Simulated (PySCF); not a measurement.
**Two-component Hartree-Fock for Ge⁺ (germanium, charge +1)**

Start: [Ar] 3d10 4s2 4p1; 4p1/2 filled at m_j = +1/2. Calculated with PySCF 2.14 in x2c-SVPall-2c with one added diffuse shell each of s, p, d type (6s7p4d, 47 functions): generalised Hartree-Fock with the X2C-1e Hamiltonian and a Gaussian nucleus; one run each with spin-orbit coupling (SO) switched off, then screened by Boettger's factors.

| spinor shell | electrons | ε, spin-free (eV) | ε, screened SO (eV) | weight of nominal j (screened SO) | rms radius, screened SO (bohr) |
| --- | --- | --- | --- | --- | --- |
| 1s1/2 | 2 | -11184.1 | -11183.9 | 1.000 | 0.0542 |
| 2s1/2 | 2 | -1462.2 | -1462.1 | 1.000 | 0.227 |
| 2p1/2 | 2 | -1274.6 | -1296.5 | 1.000 | 0.201 |
| 2p3/2 | 4 | -1274.6 | -1263.9 | 1.000 | 0.204 |
| 3s1/2 | 2 | -210.63 | -210.55 | 1.000 | 0.668 |
| 3p1/2 | 2 | -150.89 | -154.03 | 1.000 | 0.694 |
| 3p3/2 | 4 | -150.89 | -149.25 | 1.000 | 0.705 |
| 3d3/2 | 4 | -52.725 | -53.067 | 0.998 | 0.814 |
| 3d5/2 | 6 | -52.725 | -52.375 | 0.999 | 0.816 |
| 4s1/2 | 2 | -23.438 | -23.397 | 0.996 | 2.25 |
| 4p1/2 | 1 | -15.621 | -15.763 | 0.972 | 2.77 |

```tsv
quantity	spin-free	screened SO
E (hartree)	-2096.41571	-2096.48209
M_J	1/2	1/2
⟨J²⟩	1.055	0.848
⟨L²⟩	2.042	2.043
⟨S²⟩	0.764	0.765
```

Each row is a mean over spinors that exchange with the open shell spreads, by up to 0.462 eV (3p1/2).

⟨J²⟩ departs a little from M_J(M_J + 1) because the unrestricted spinors polarise the closed shells.

Without spin-orbit coupling the j labels of p, d and f shells carry no meaning; the spin-free column gives the mean over the occupied spinors of each nl shell, and its ⟨J²⟩ belongs to a mixture of degenerate components.
